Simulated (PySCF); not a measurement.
An unknown is described by computed data only.

Formula: C8H9BS.

- Polarisability: 141.8 au [B3LYP/def2-SVPD]
- NMR, other nuclei: isotropic shieldings of nuclei other than C and H, by class: 61 (1 B), -706 (1 S) ppm [GIAO PBE0/pcSseg-1]
- Valence photoelectron: vertical ionisation energy: 7.67 eV [ΔSCF B3LYP/def2-SVPD]
- 1H NMR: chemical shifts (computed TMS as zero) by class: 8.01 (2 H), 7.74 (2 H), 7.39 (2 H), 3.57 (3 H) ppm [GIAO PBE0/pcSseg-1]
- UV, first state: lowest singlet excitation: 2.21 eV (562 nm, f = 0.008) [TDDFT B3LYP/def2-SVPD]
- UV, strongest line: among the 10 lowest singlet transitions: S4 at 4.10 eV (303 nm, f = 0.115) [TDDFT B3LYP/def2-SVPD]
- Dipole: 3.83 D [B3LYP/def2-SVPD]
- 13C NMR: chemical shifts (computed TMS as zero) by class: 330.1 (1 C), 158.9 (2 C), 156.5 (2 C), 143.2 (2 C), 46.8 (1 C) ppm [GIAO PBE0/pcSseg-1]
- Rotational structure: rotational constants A, B, C: 2.190, 0.682, 0.588 GHz [PBE0-D3(BJ)/def2-SVP]
- Triplet: lowest triplet excitation (Tamm–Dancoff): 1.74 eV [TDA B3LYP/def2-SVPD]

Gas-phase values; electronic properties from PySCF, density fitting. Levels stand in brackets. One conformer (not necessarily the lowest) at the PBE0-D3(BJ)/def2-SVP geometry, without solvent, vibrations or thermal averaging. NMR values are class means; diastereotopic atoms form classes of their own.

**Question.** What is the compound? Reason from the data.

**Answer.** Numbering: `[CH3:1][C:2](=[S:3])[B:4]1[CH:5]=[CH:6][CH:7]=[CH:8][CH:9]=[CH:10]1`. 8 carbons fall into 5 classes; from least to most shielded: thiocarbonyl carbon [C2] (330.1 ppm), unsaturated ring CH carbon [C5/C10] (158.9 ppm, 2 C, up to 10.1 ppm apart in this geometry), unsaturated ring CH carbon [C6/C9] (156.5 ppm, 2 C, up to 3.6 ppm apart in this geometry), unsaturated ring CH carbon [C7/C8] (143.2 ppm, 2 C, up to 2.0 ppm apart in this geometry), methyl carbon [C1] (46.8 ppm). Hydrogen classes from least to most shielded: 2 H on 2 unsaturated ring CH carbons, C6/C9 (8.01 ppm), 2 H on 2 unsaturated ring CH carbons, C5/C10 (7.74 ppm), 2 H on 2 unsaturated ring CH carbons, C7/C8 (7.39 ppm), 3 H on a methyl carbon, C1 (3.57 ppm, a mean of values up to 0.6 ppm apart in this geometry). The other shieldings belong to: 61 ppm, ring boron [B4]; -706 ppm, thiocarbonyl sulfur [S3]. The first electron is taken from the HOMO, whose largest Löwdin shares are 0.68 on the thiocarbonyl sulfur, 0.12 on the thiocarbonyl carbon and 0.05 on the ring boron. The optimised geometry has point group C1 and is an asymmetric top. Structure: `CC(=S)B1C=CC=CC=C1`. Computed isomers that give other values at the same levels: `C#Cc1ccc(B(C)C)s1` (rotational constant A: 3.032 GHz; this holds for the one conformer computed). The assignments are read from this structure; whether some other isomer fits the data as well wasn't checked.

Shape of the structure used: `[CH3:1][C:2](=[S:3])[B:4]1[CH:5]=[CH:6][CH:7]=[CH:8][CH:9]=[CH:10]1`: C1–C2–B4–C5 60°.
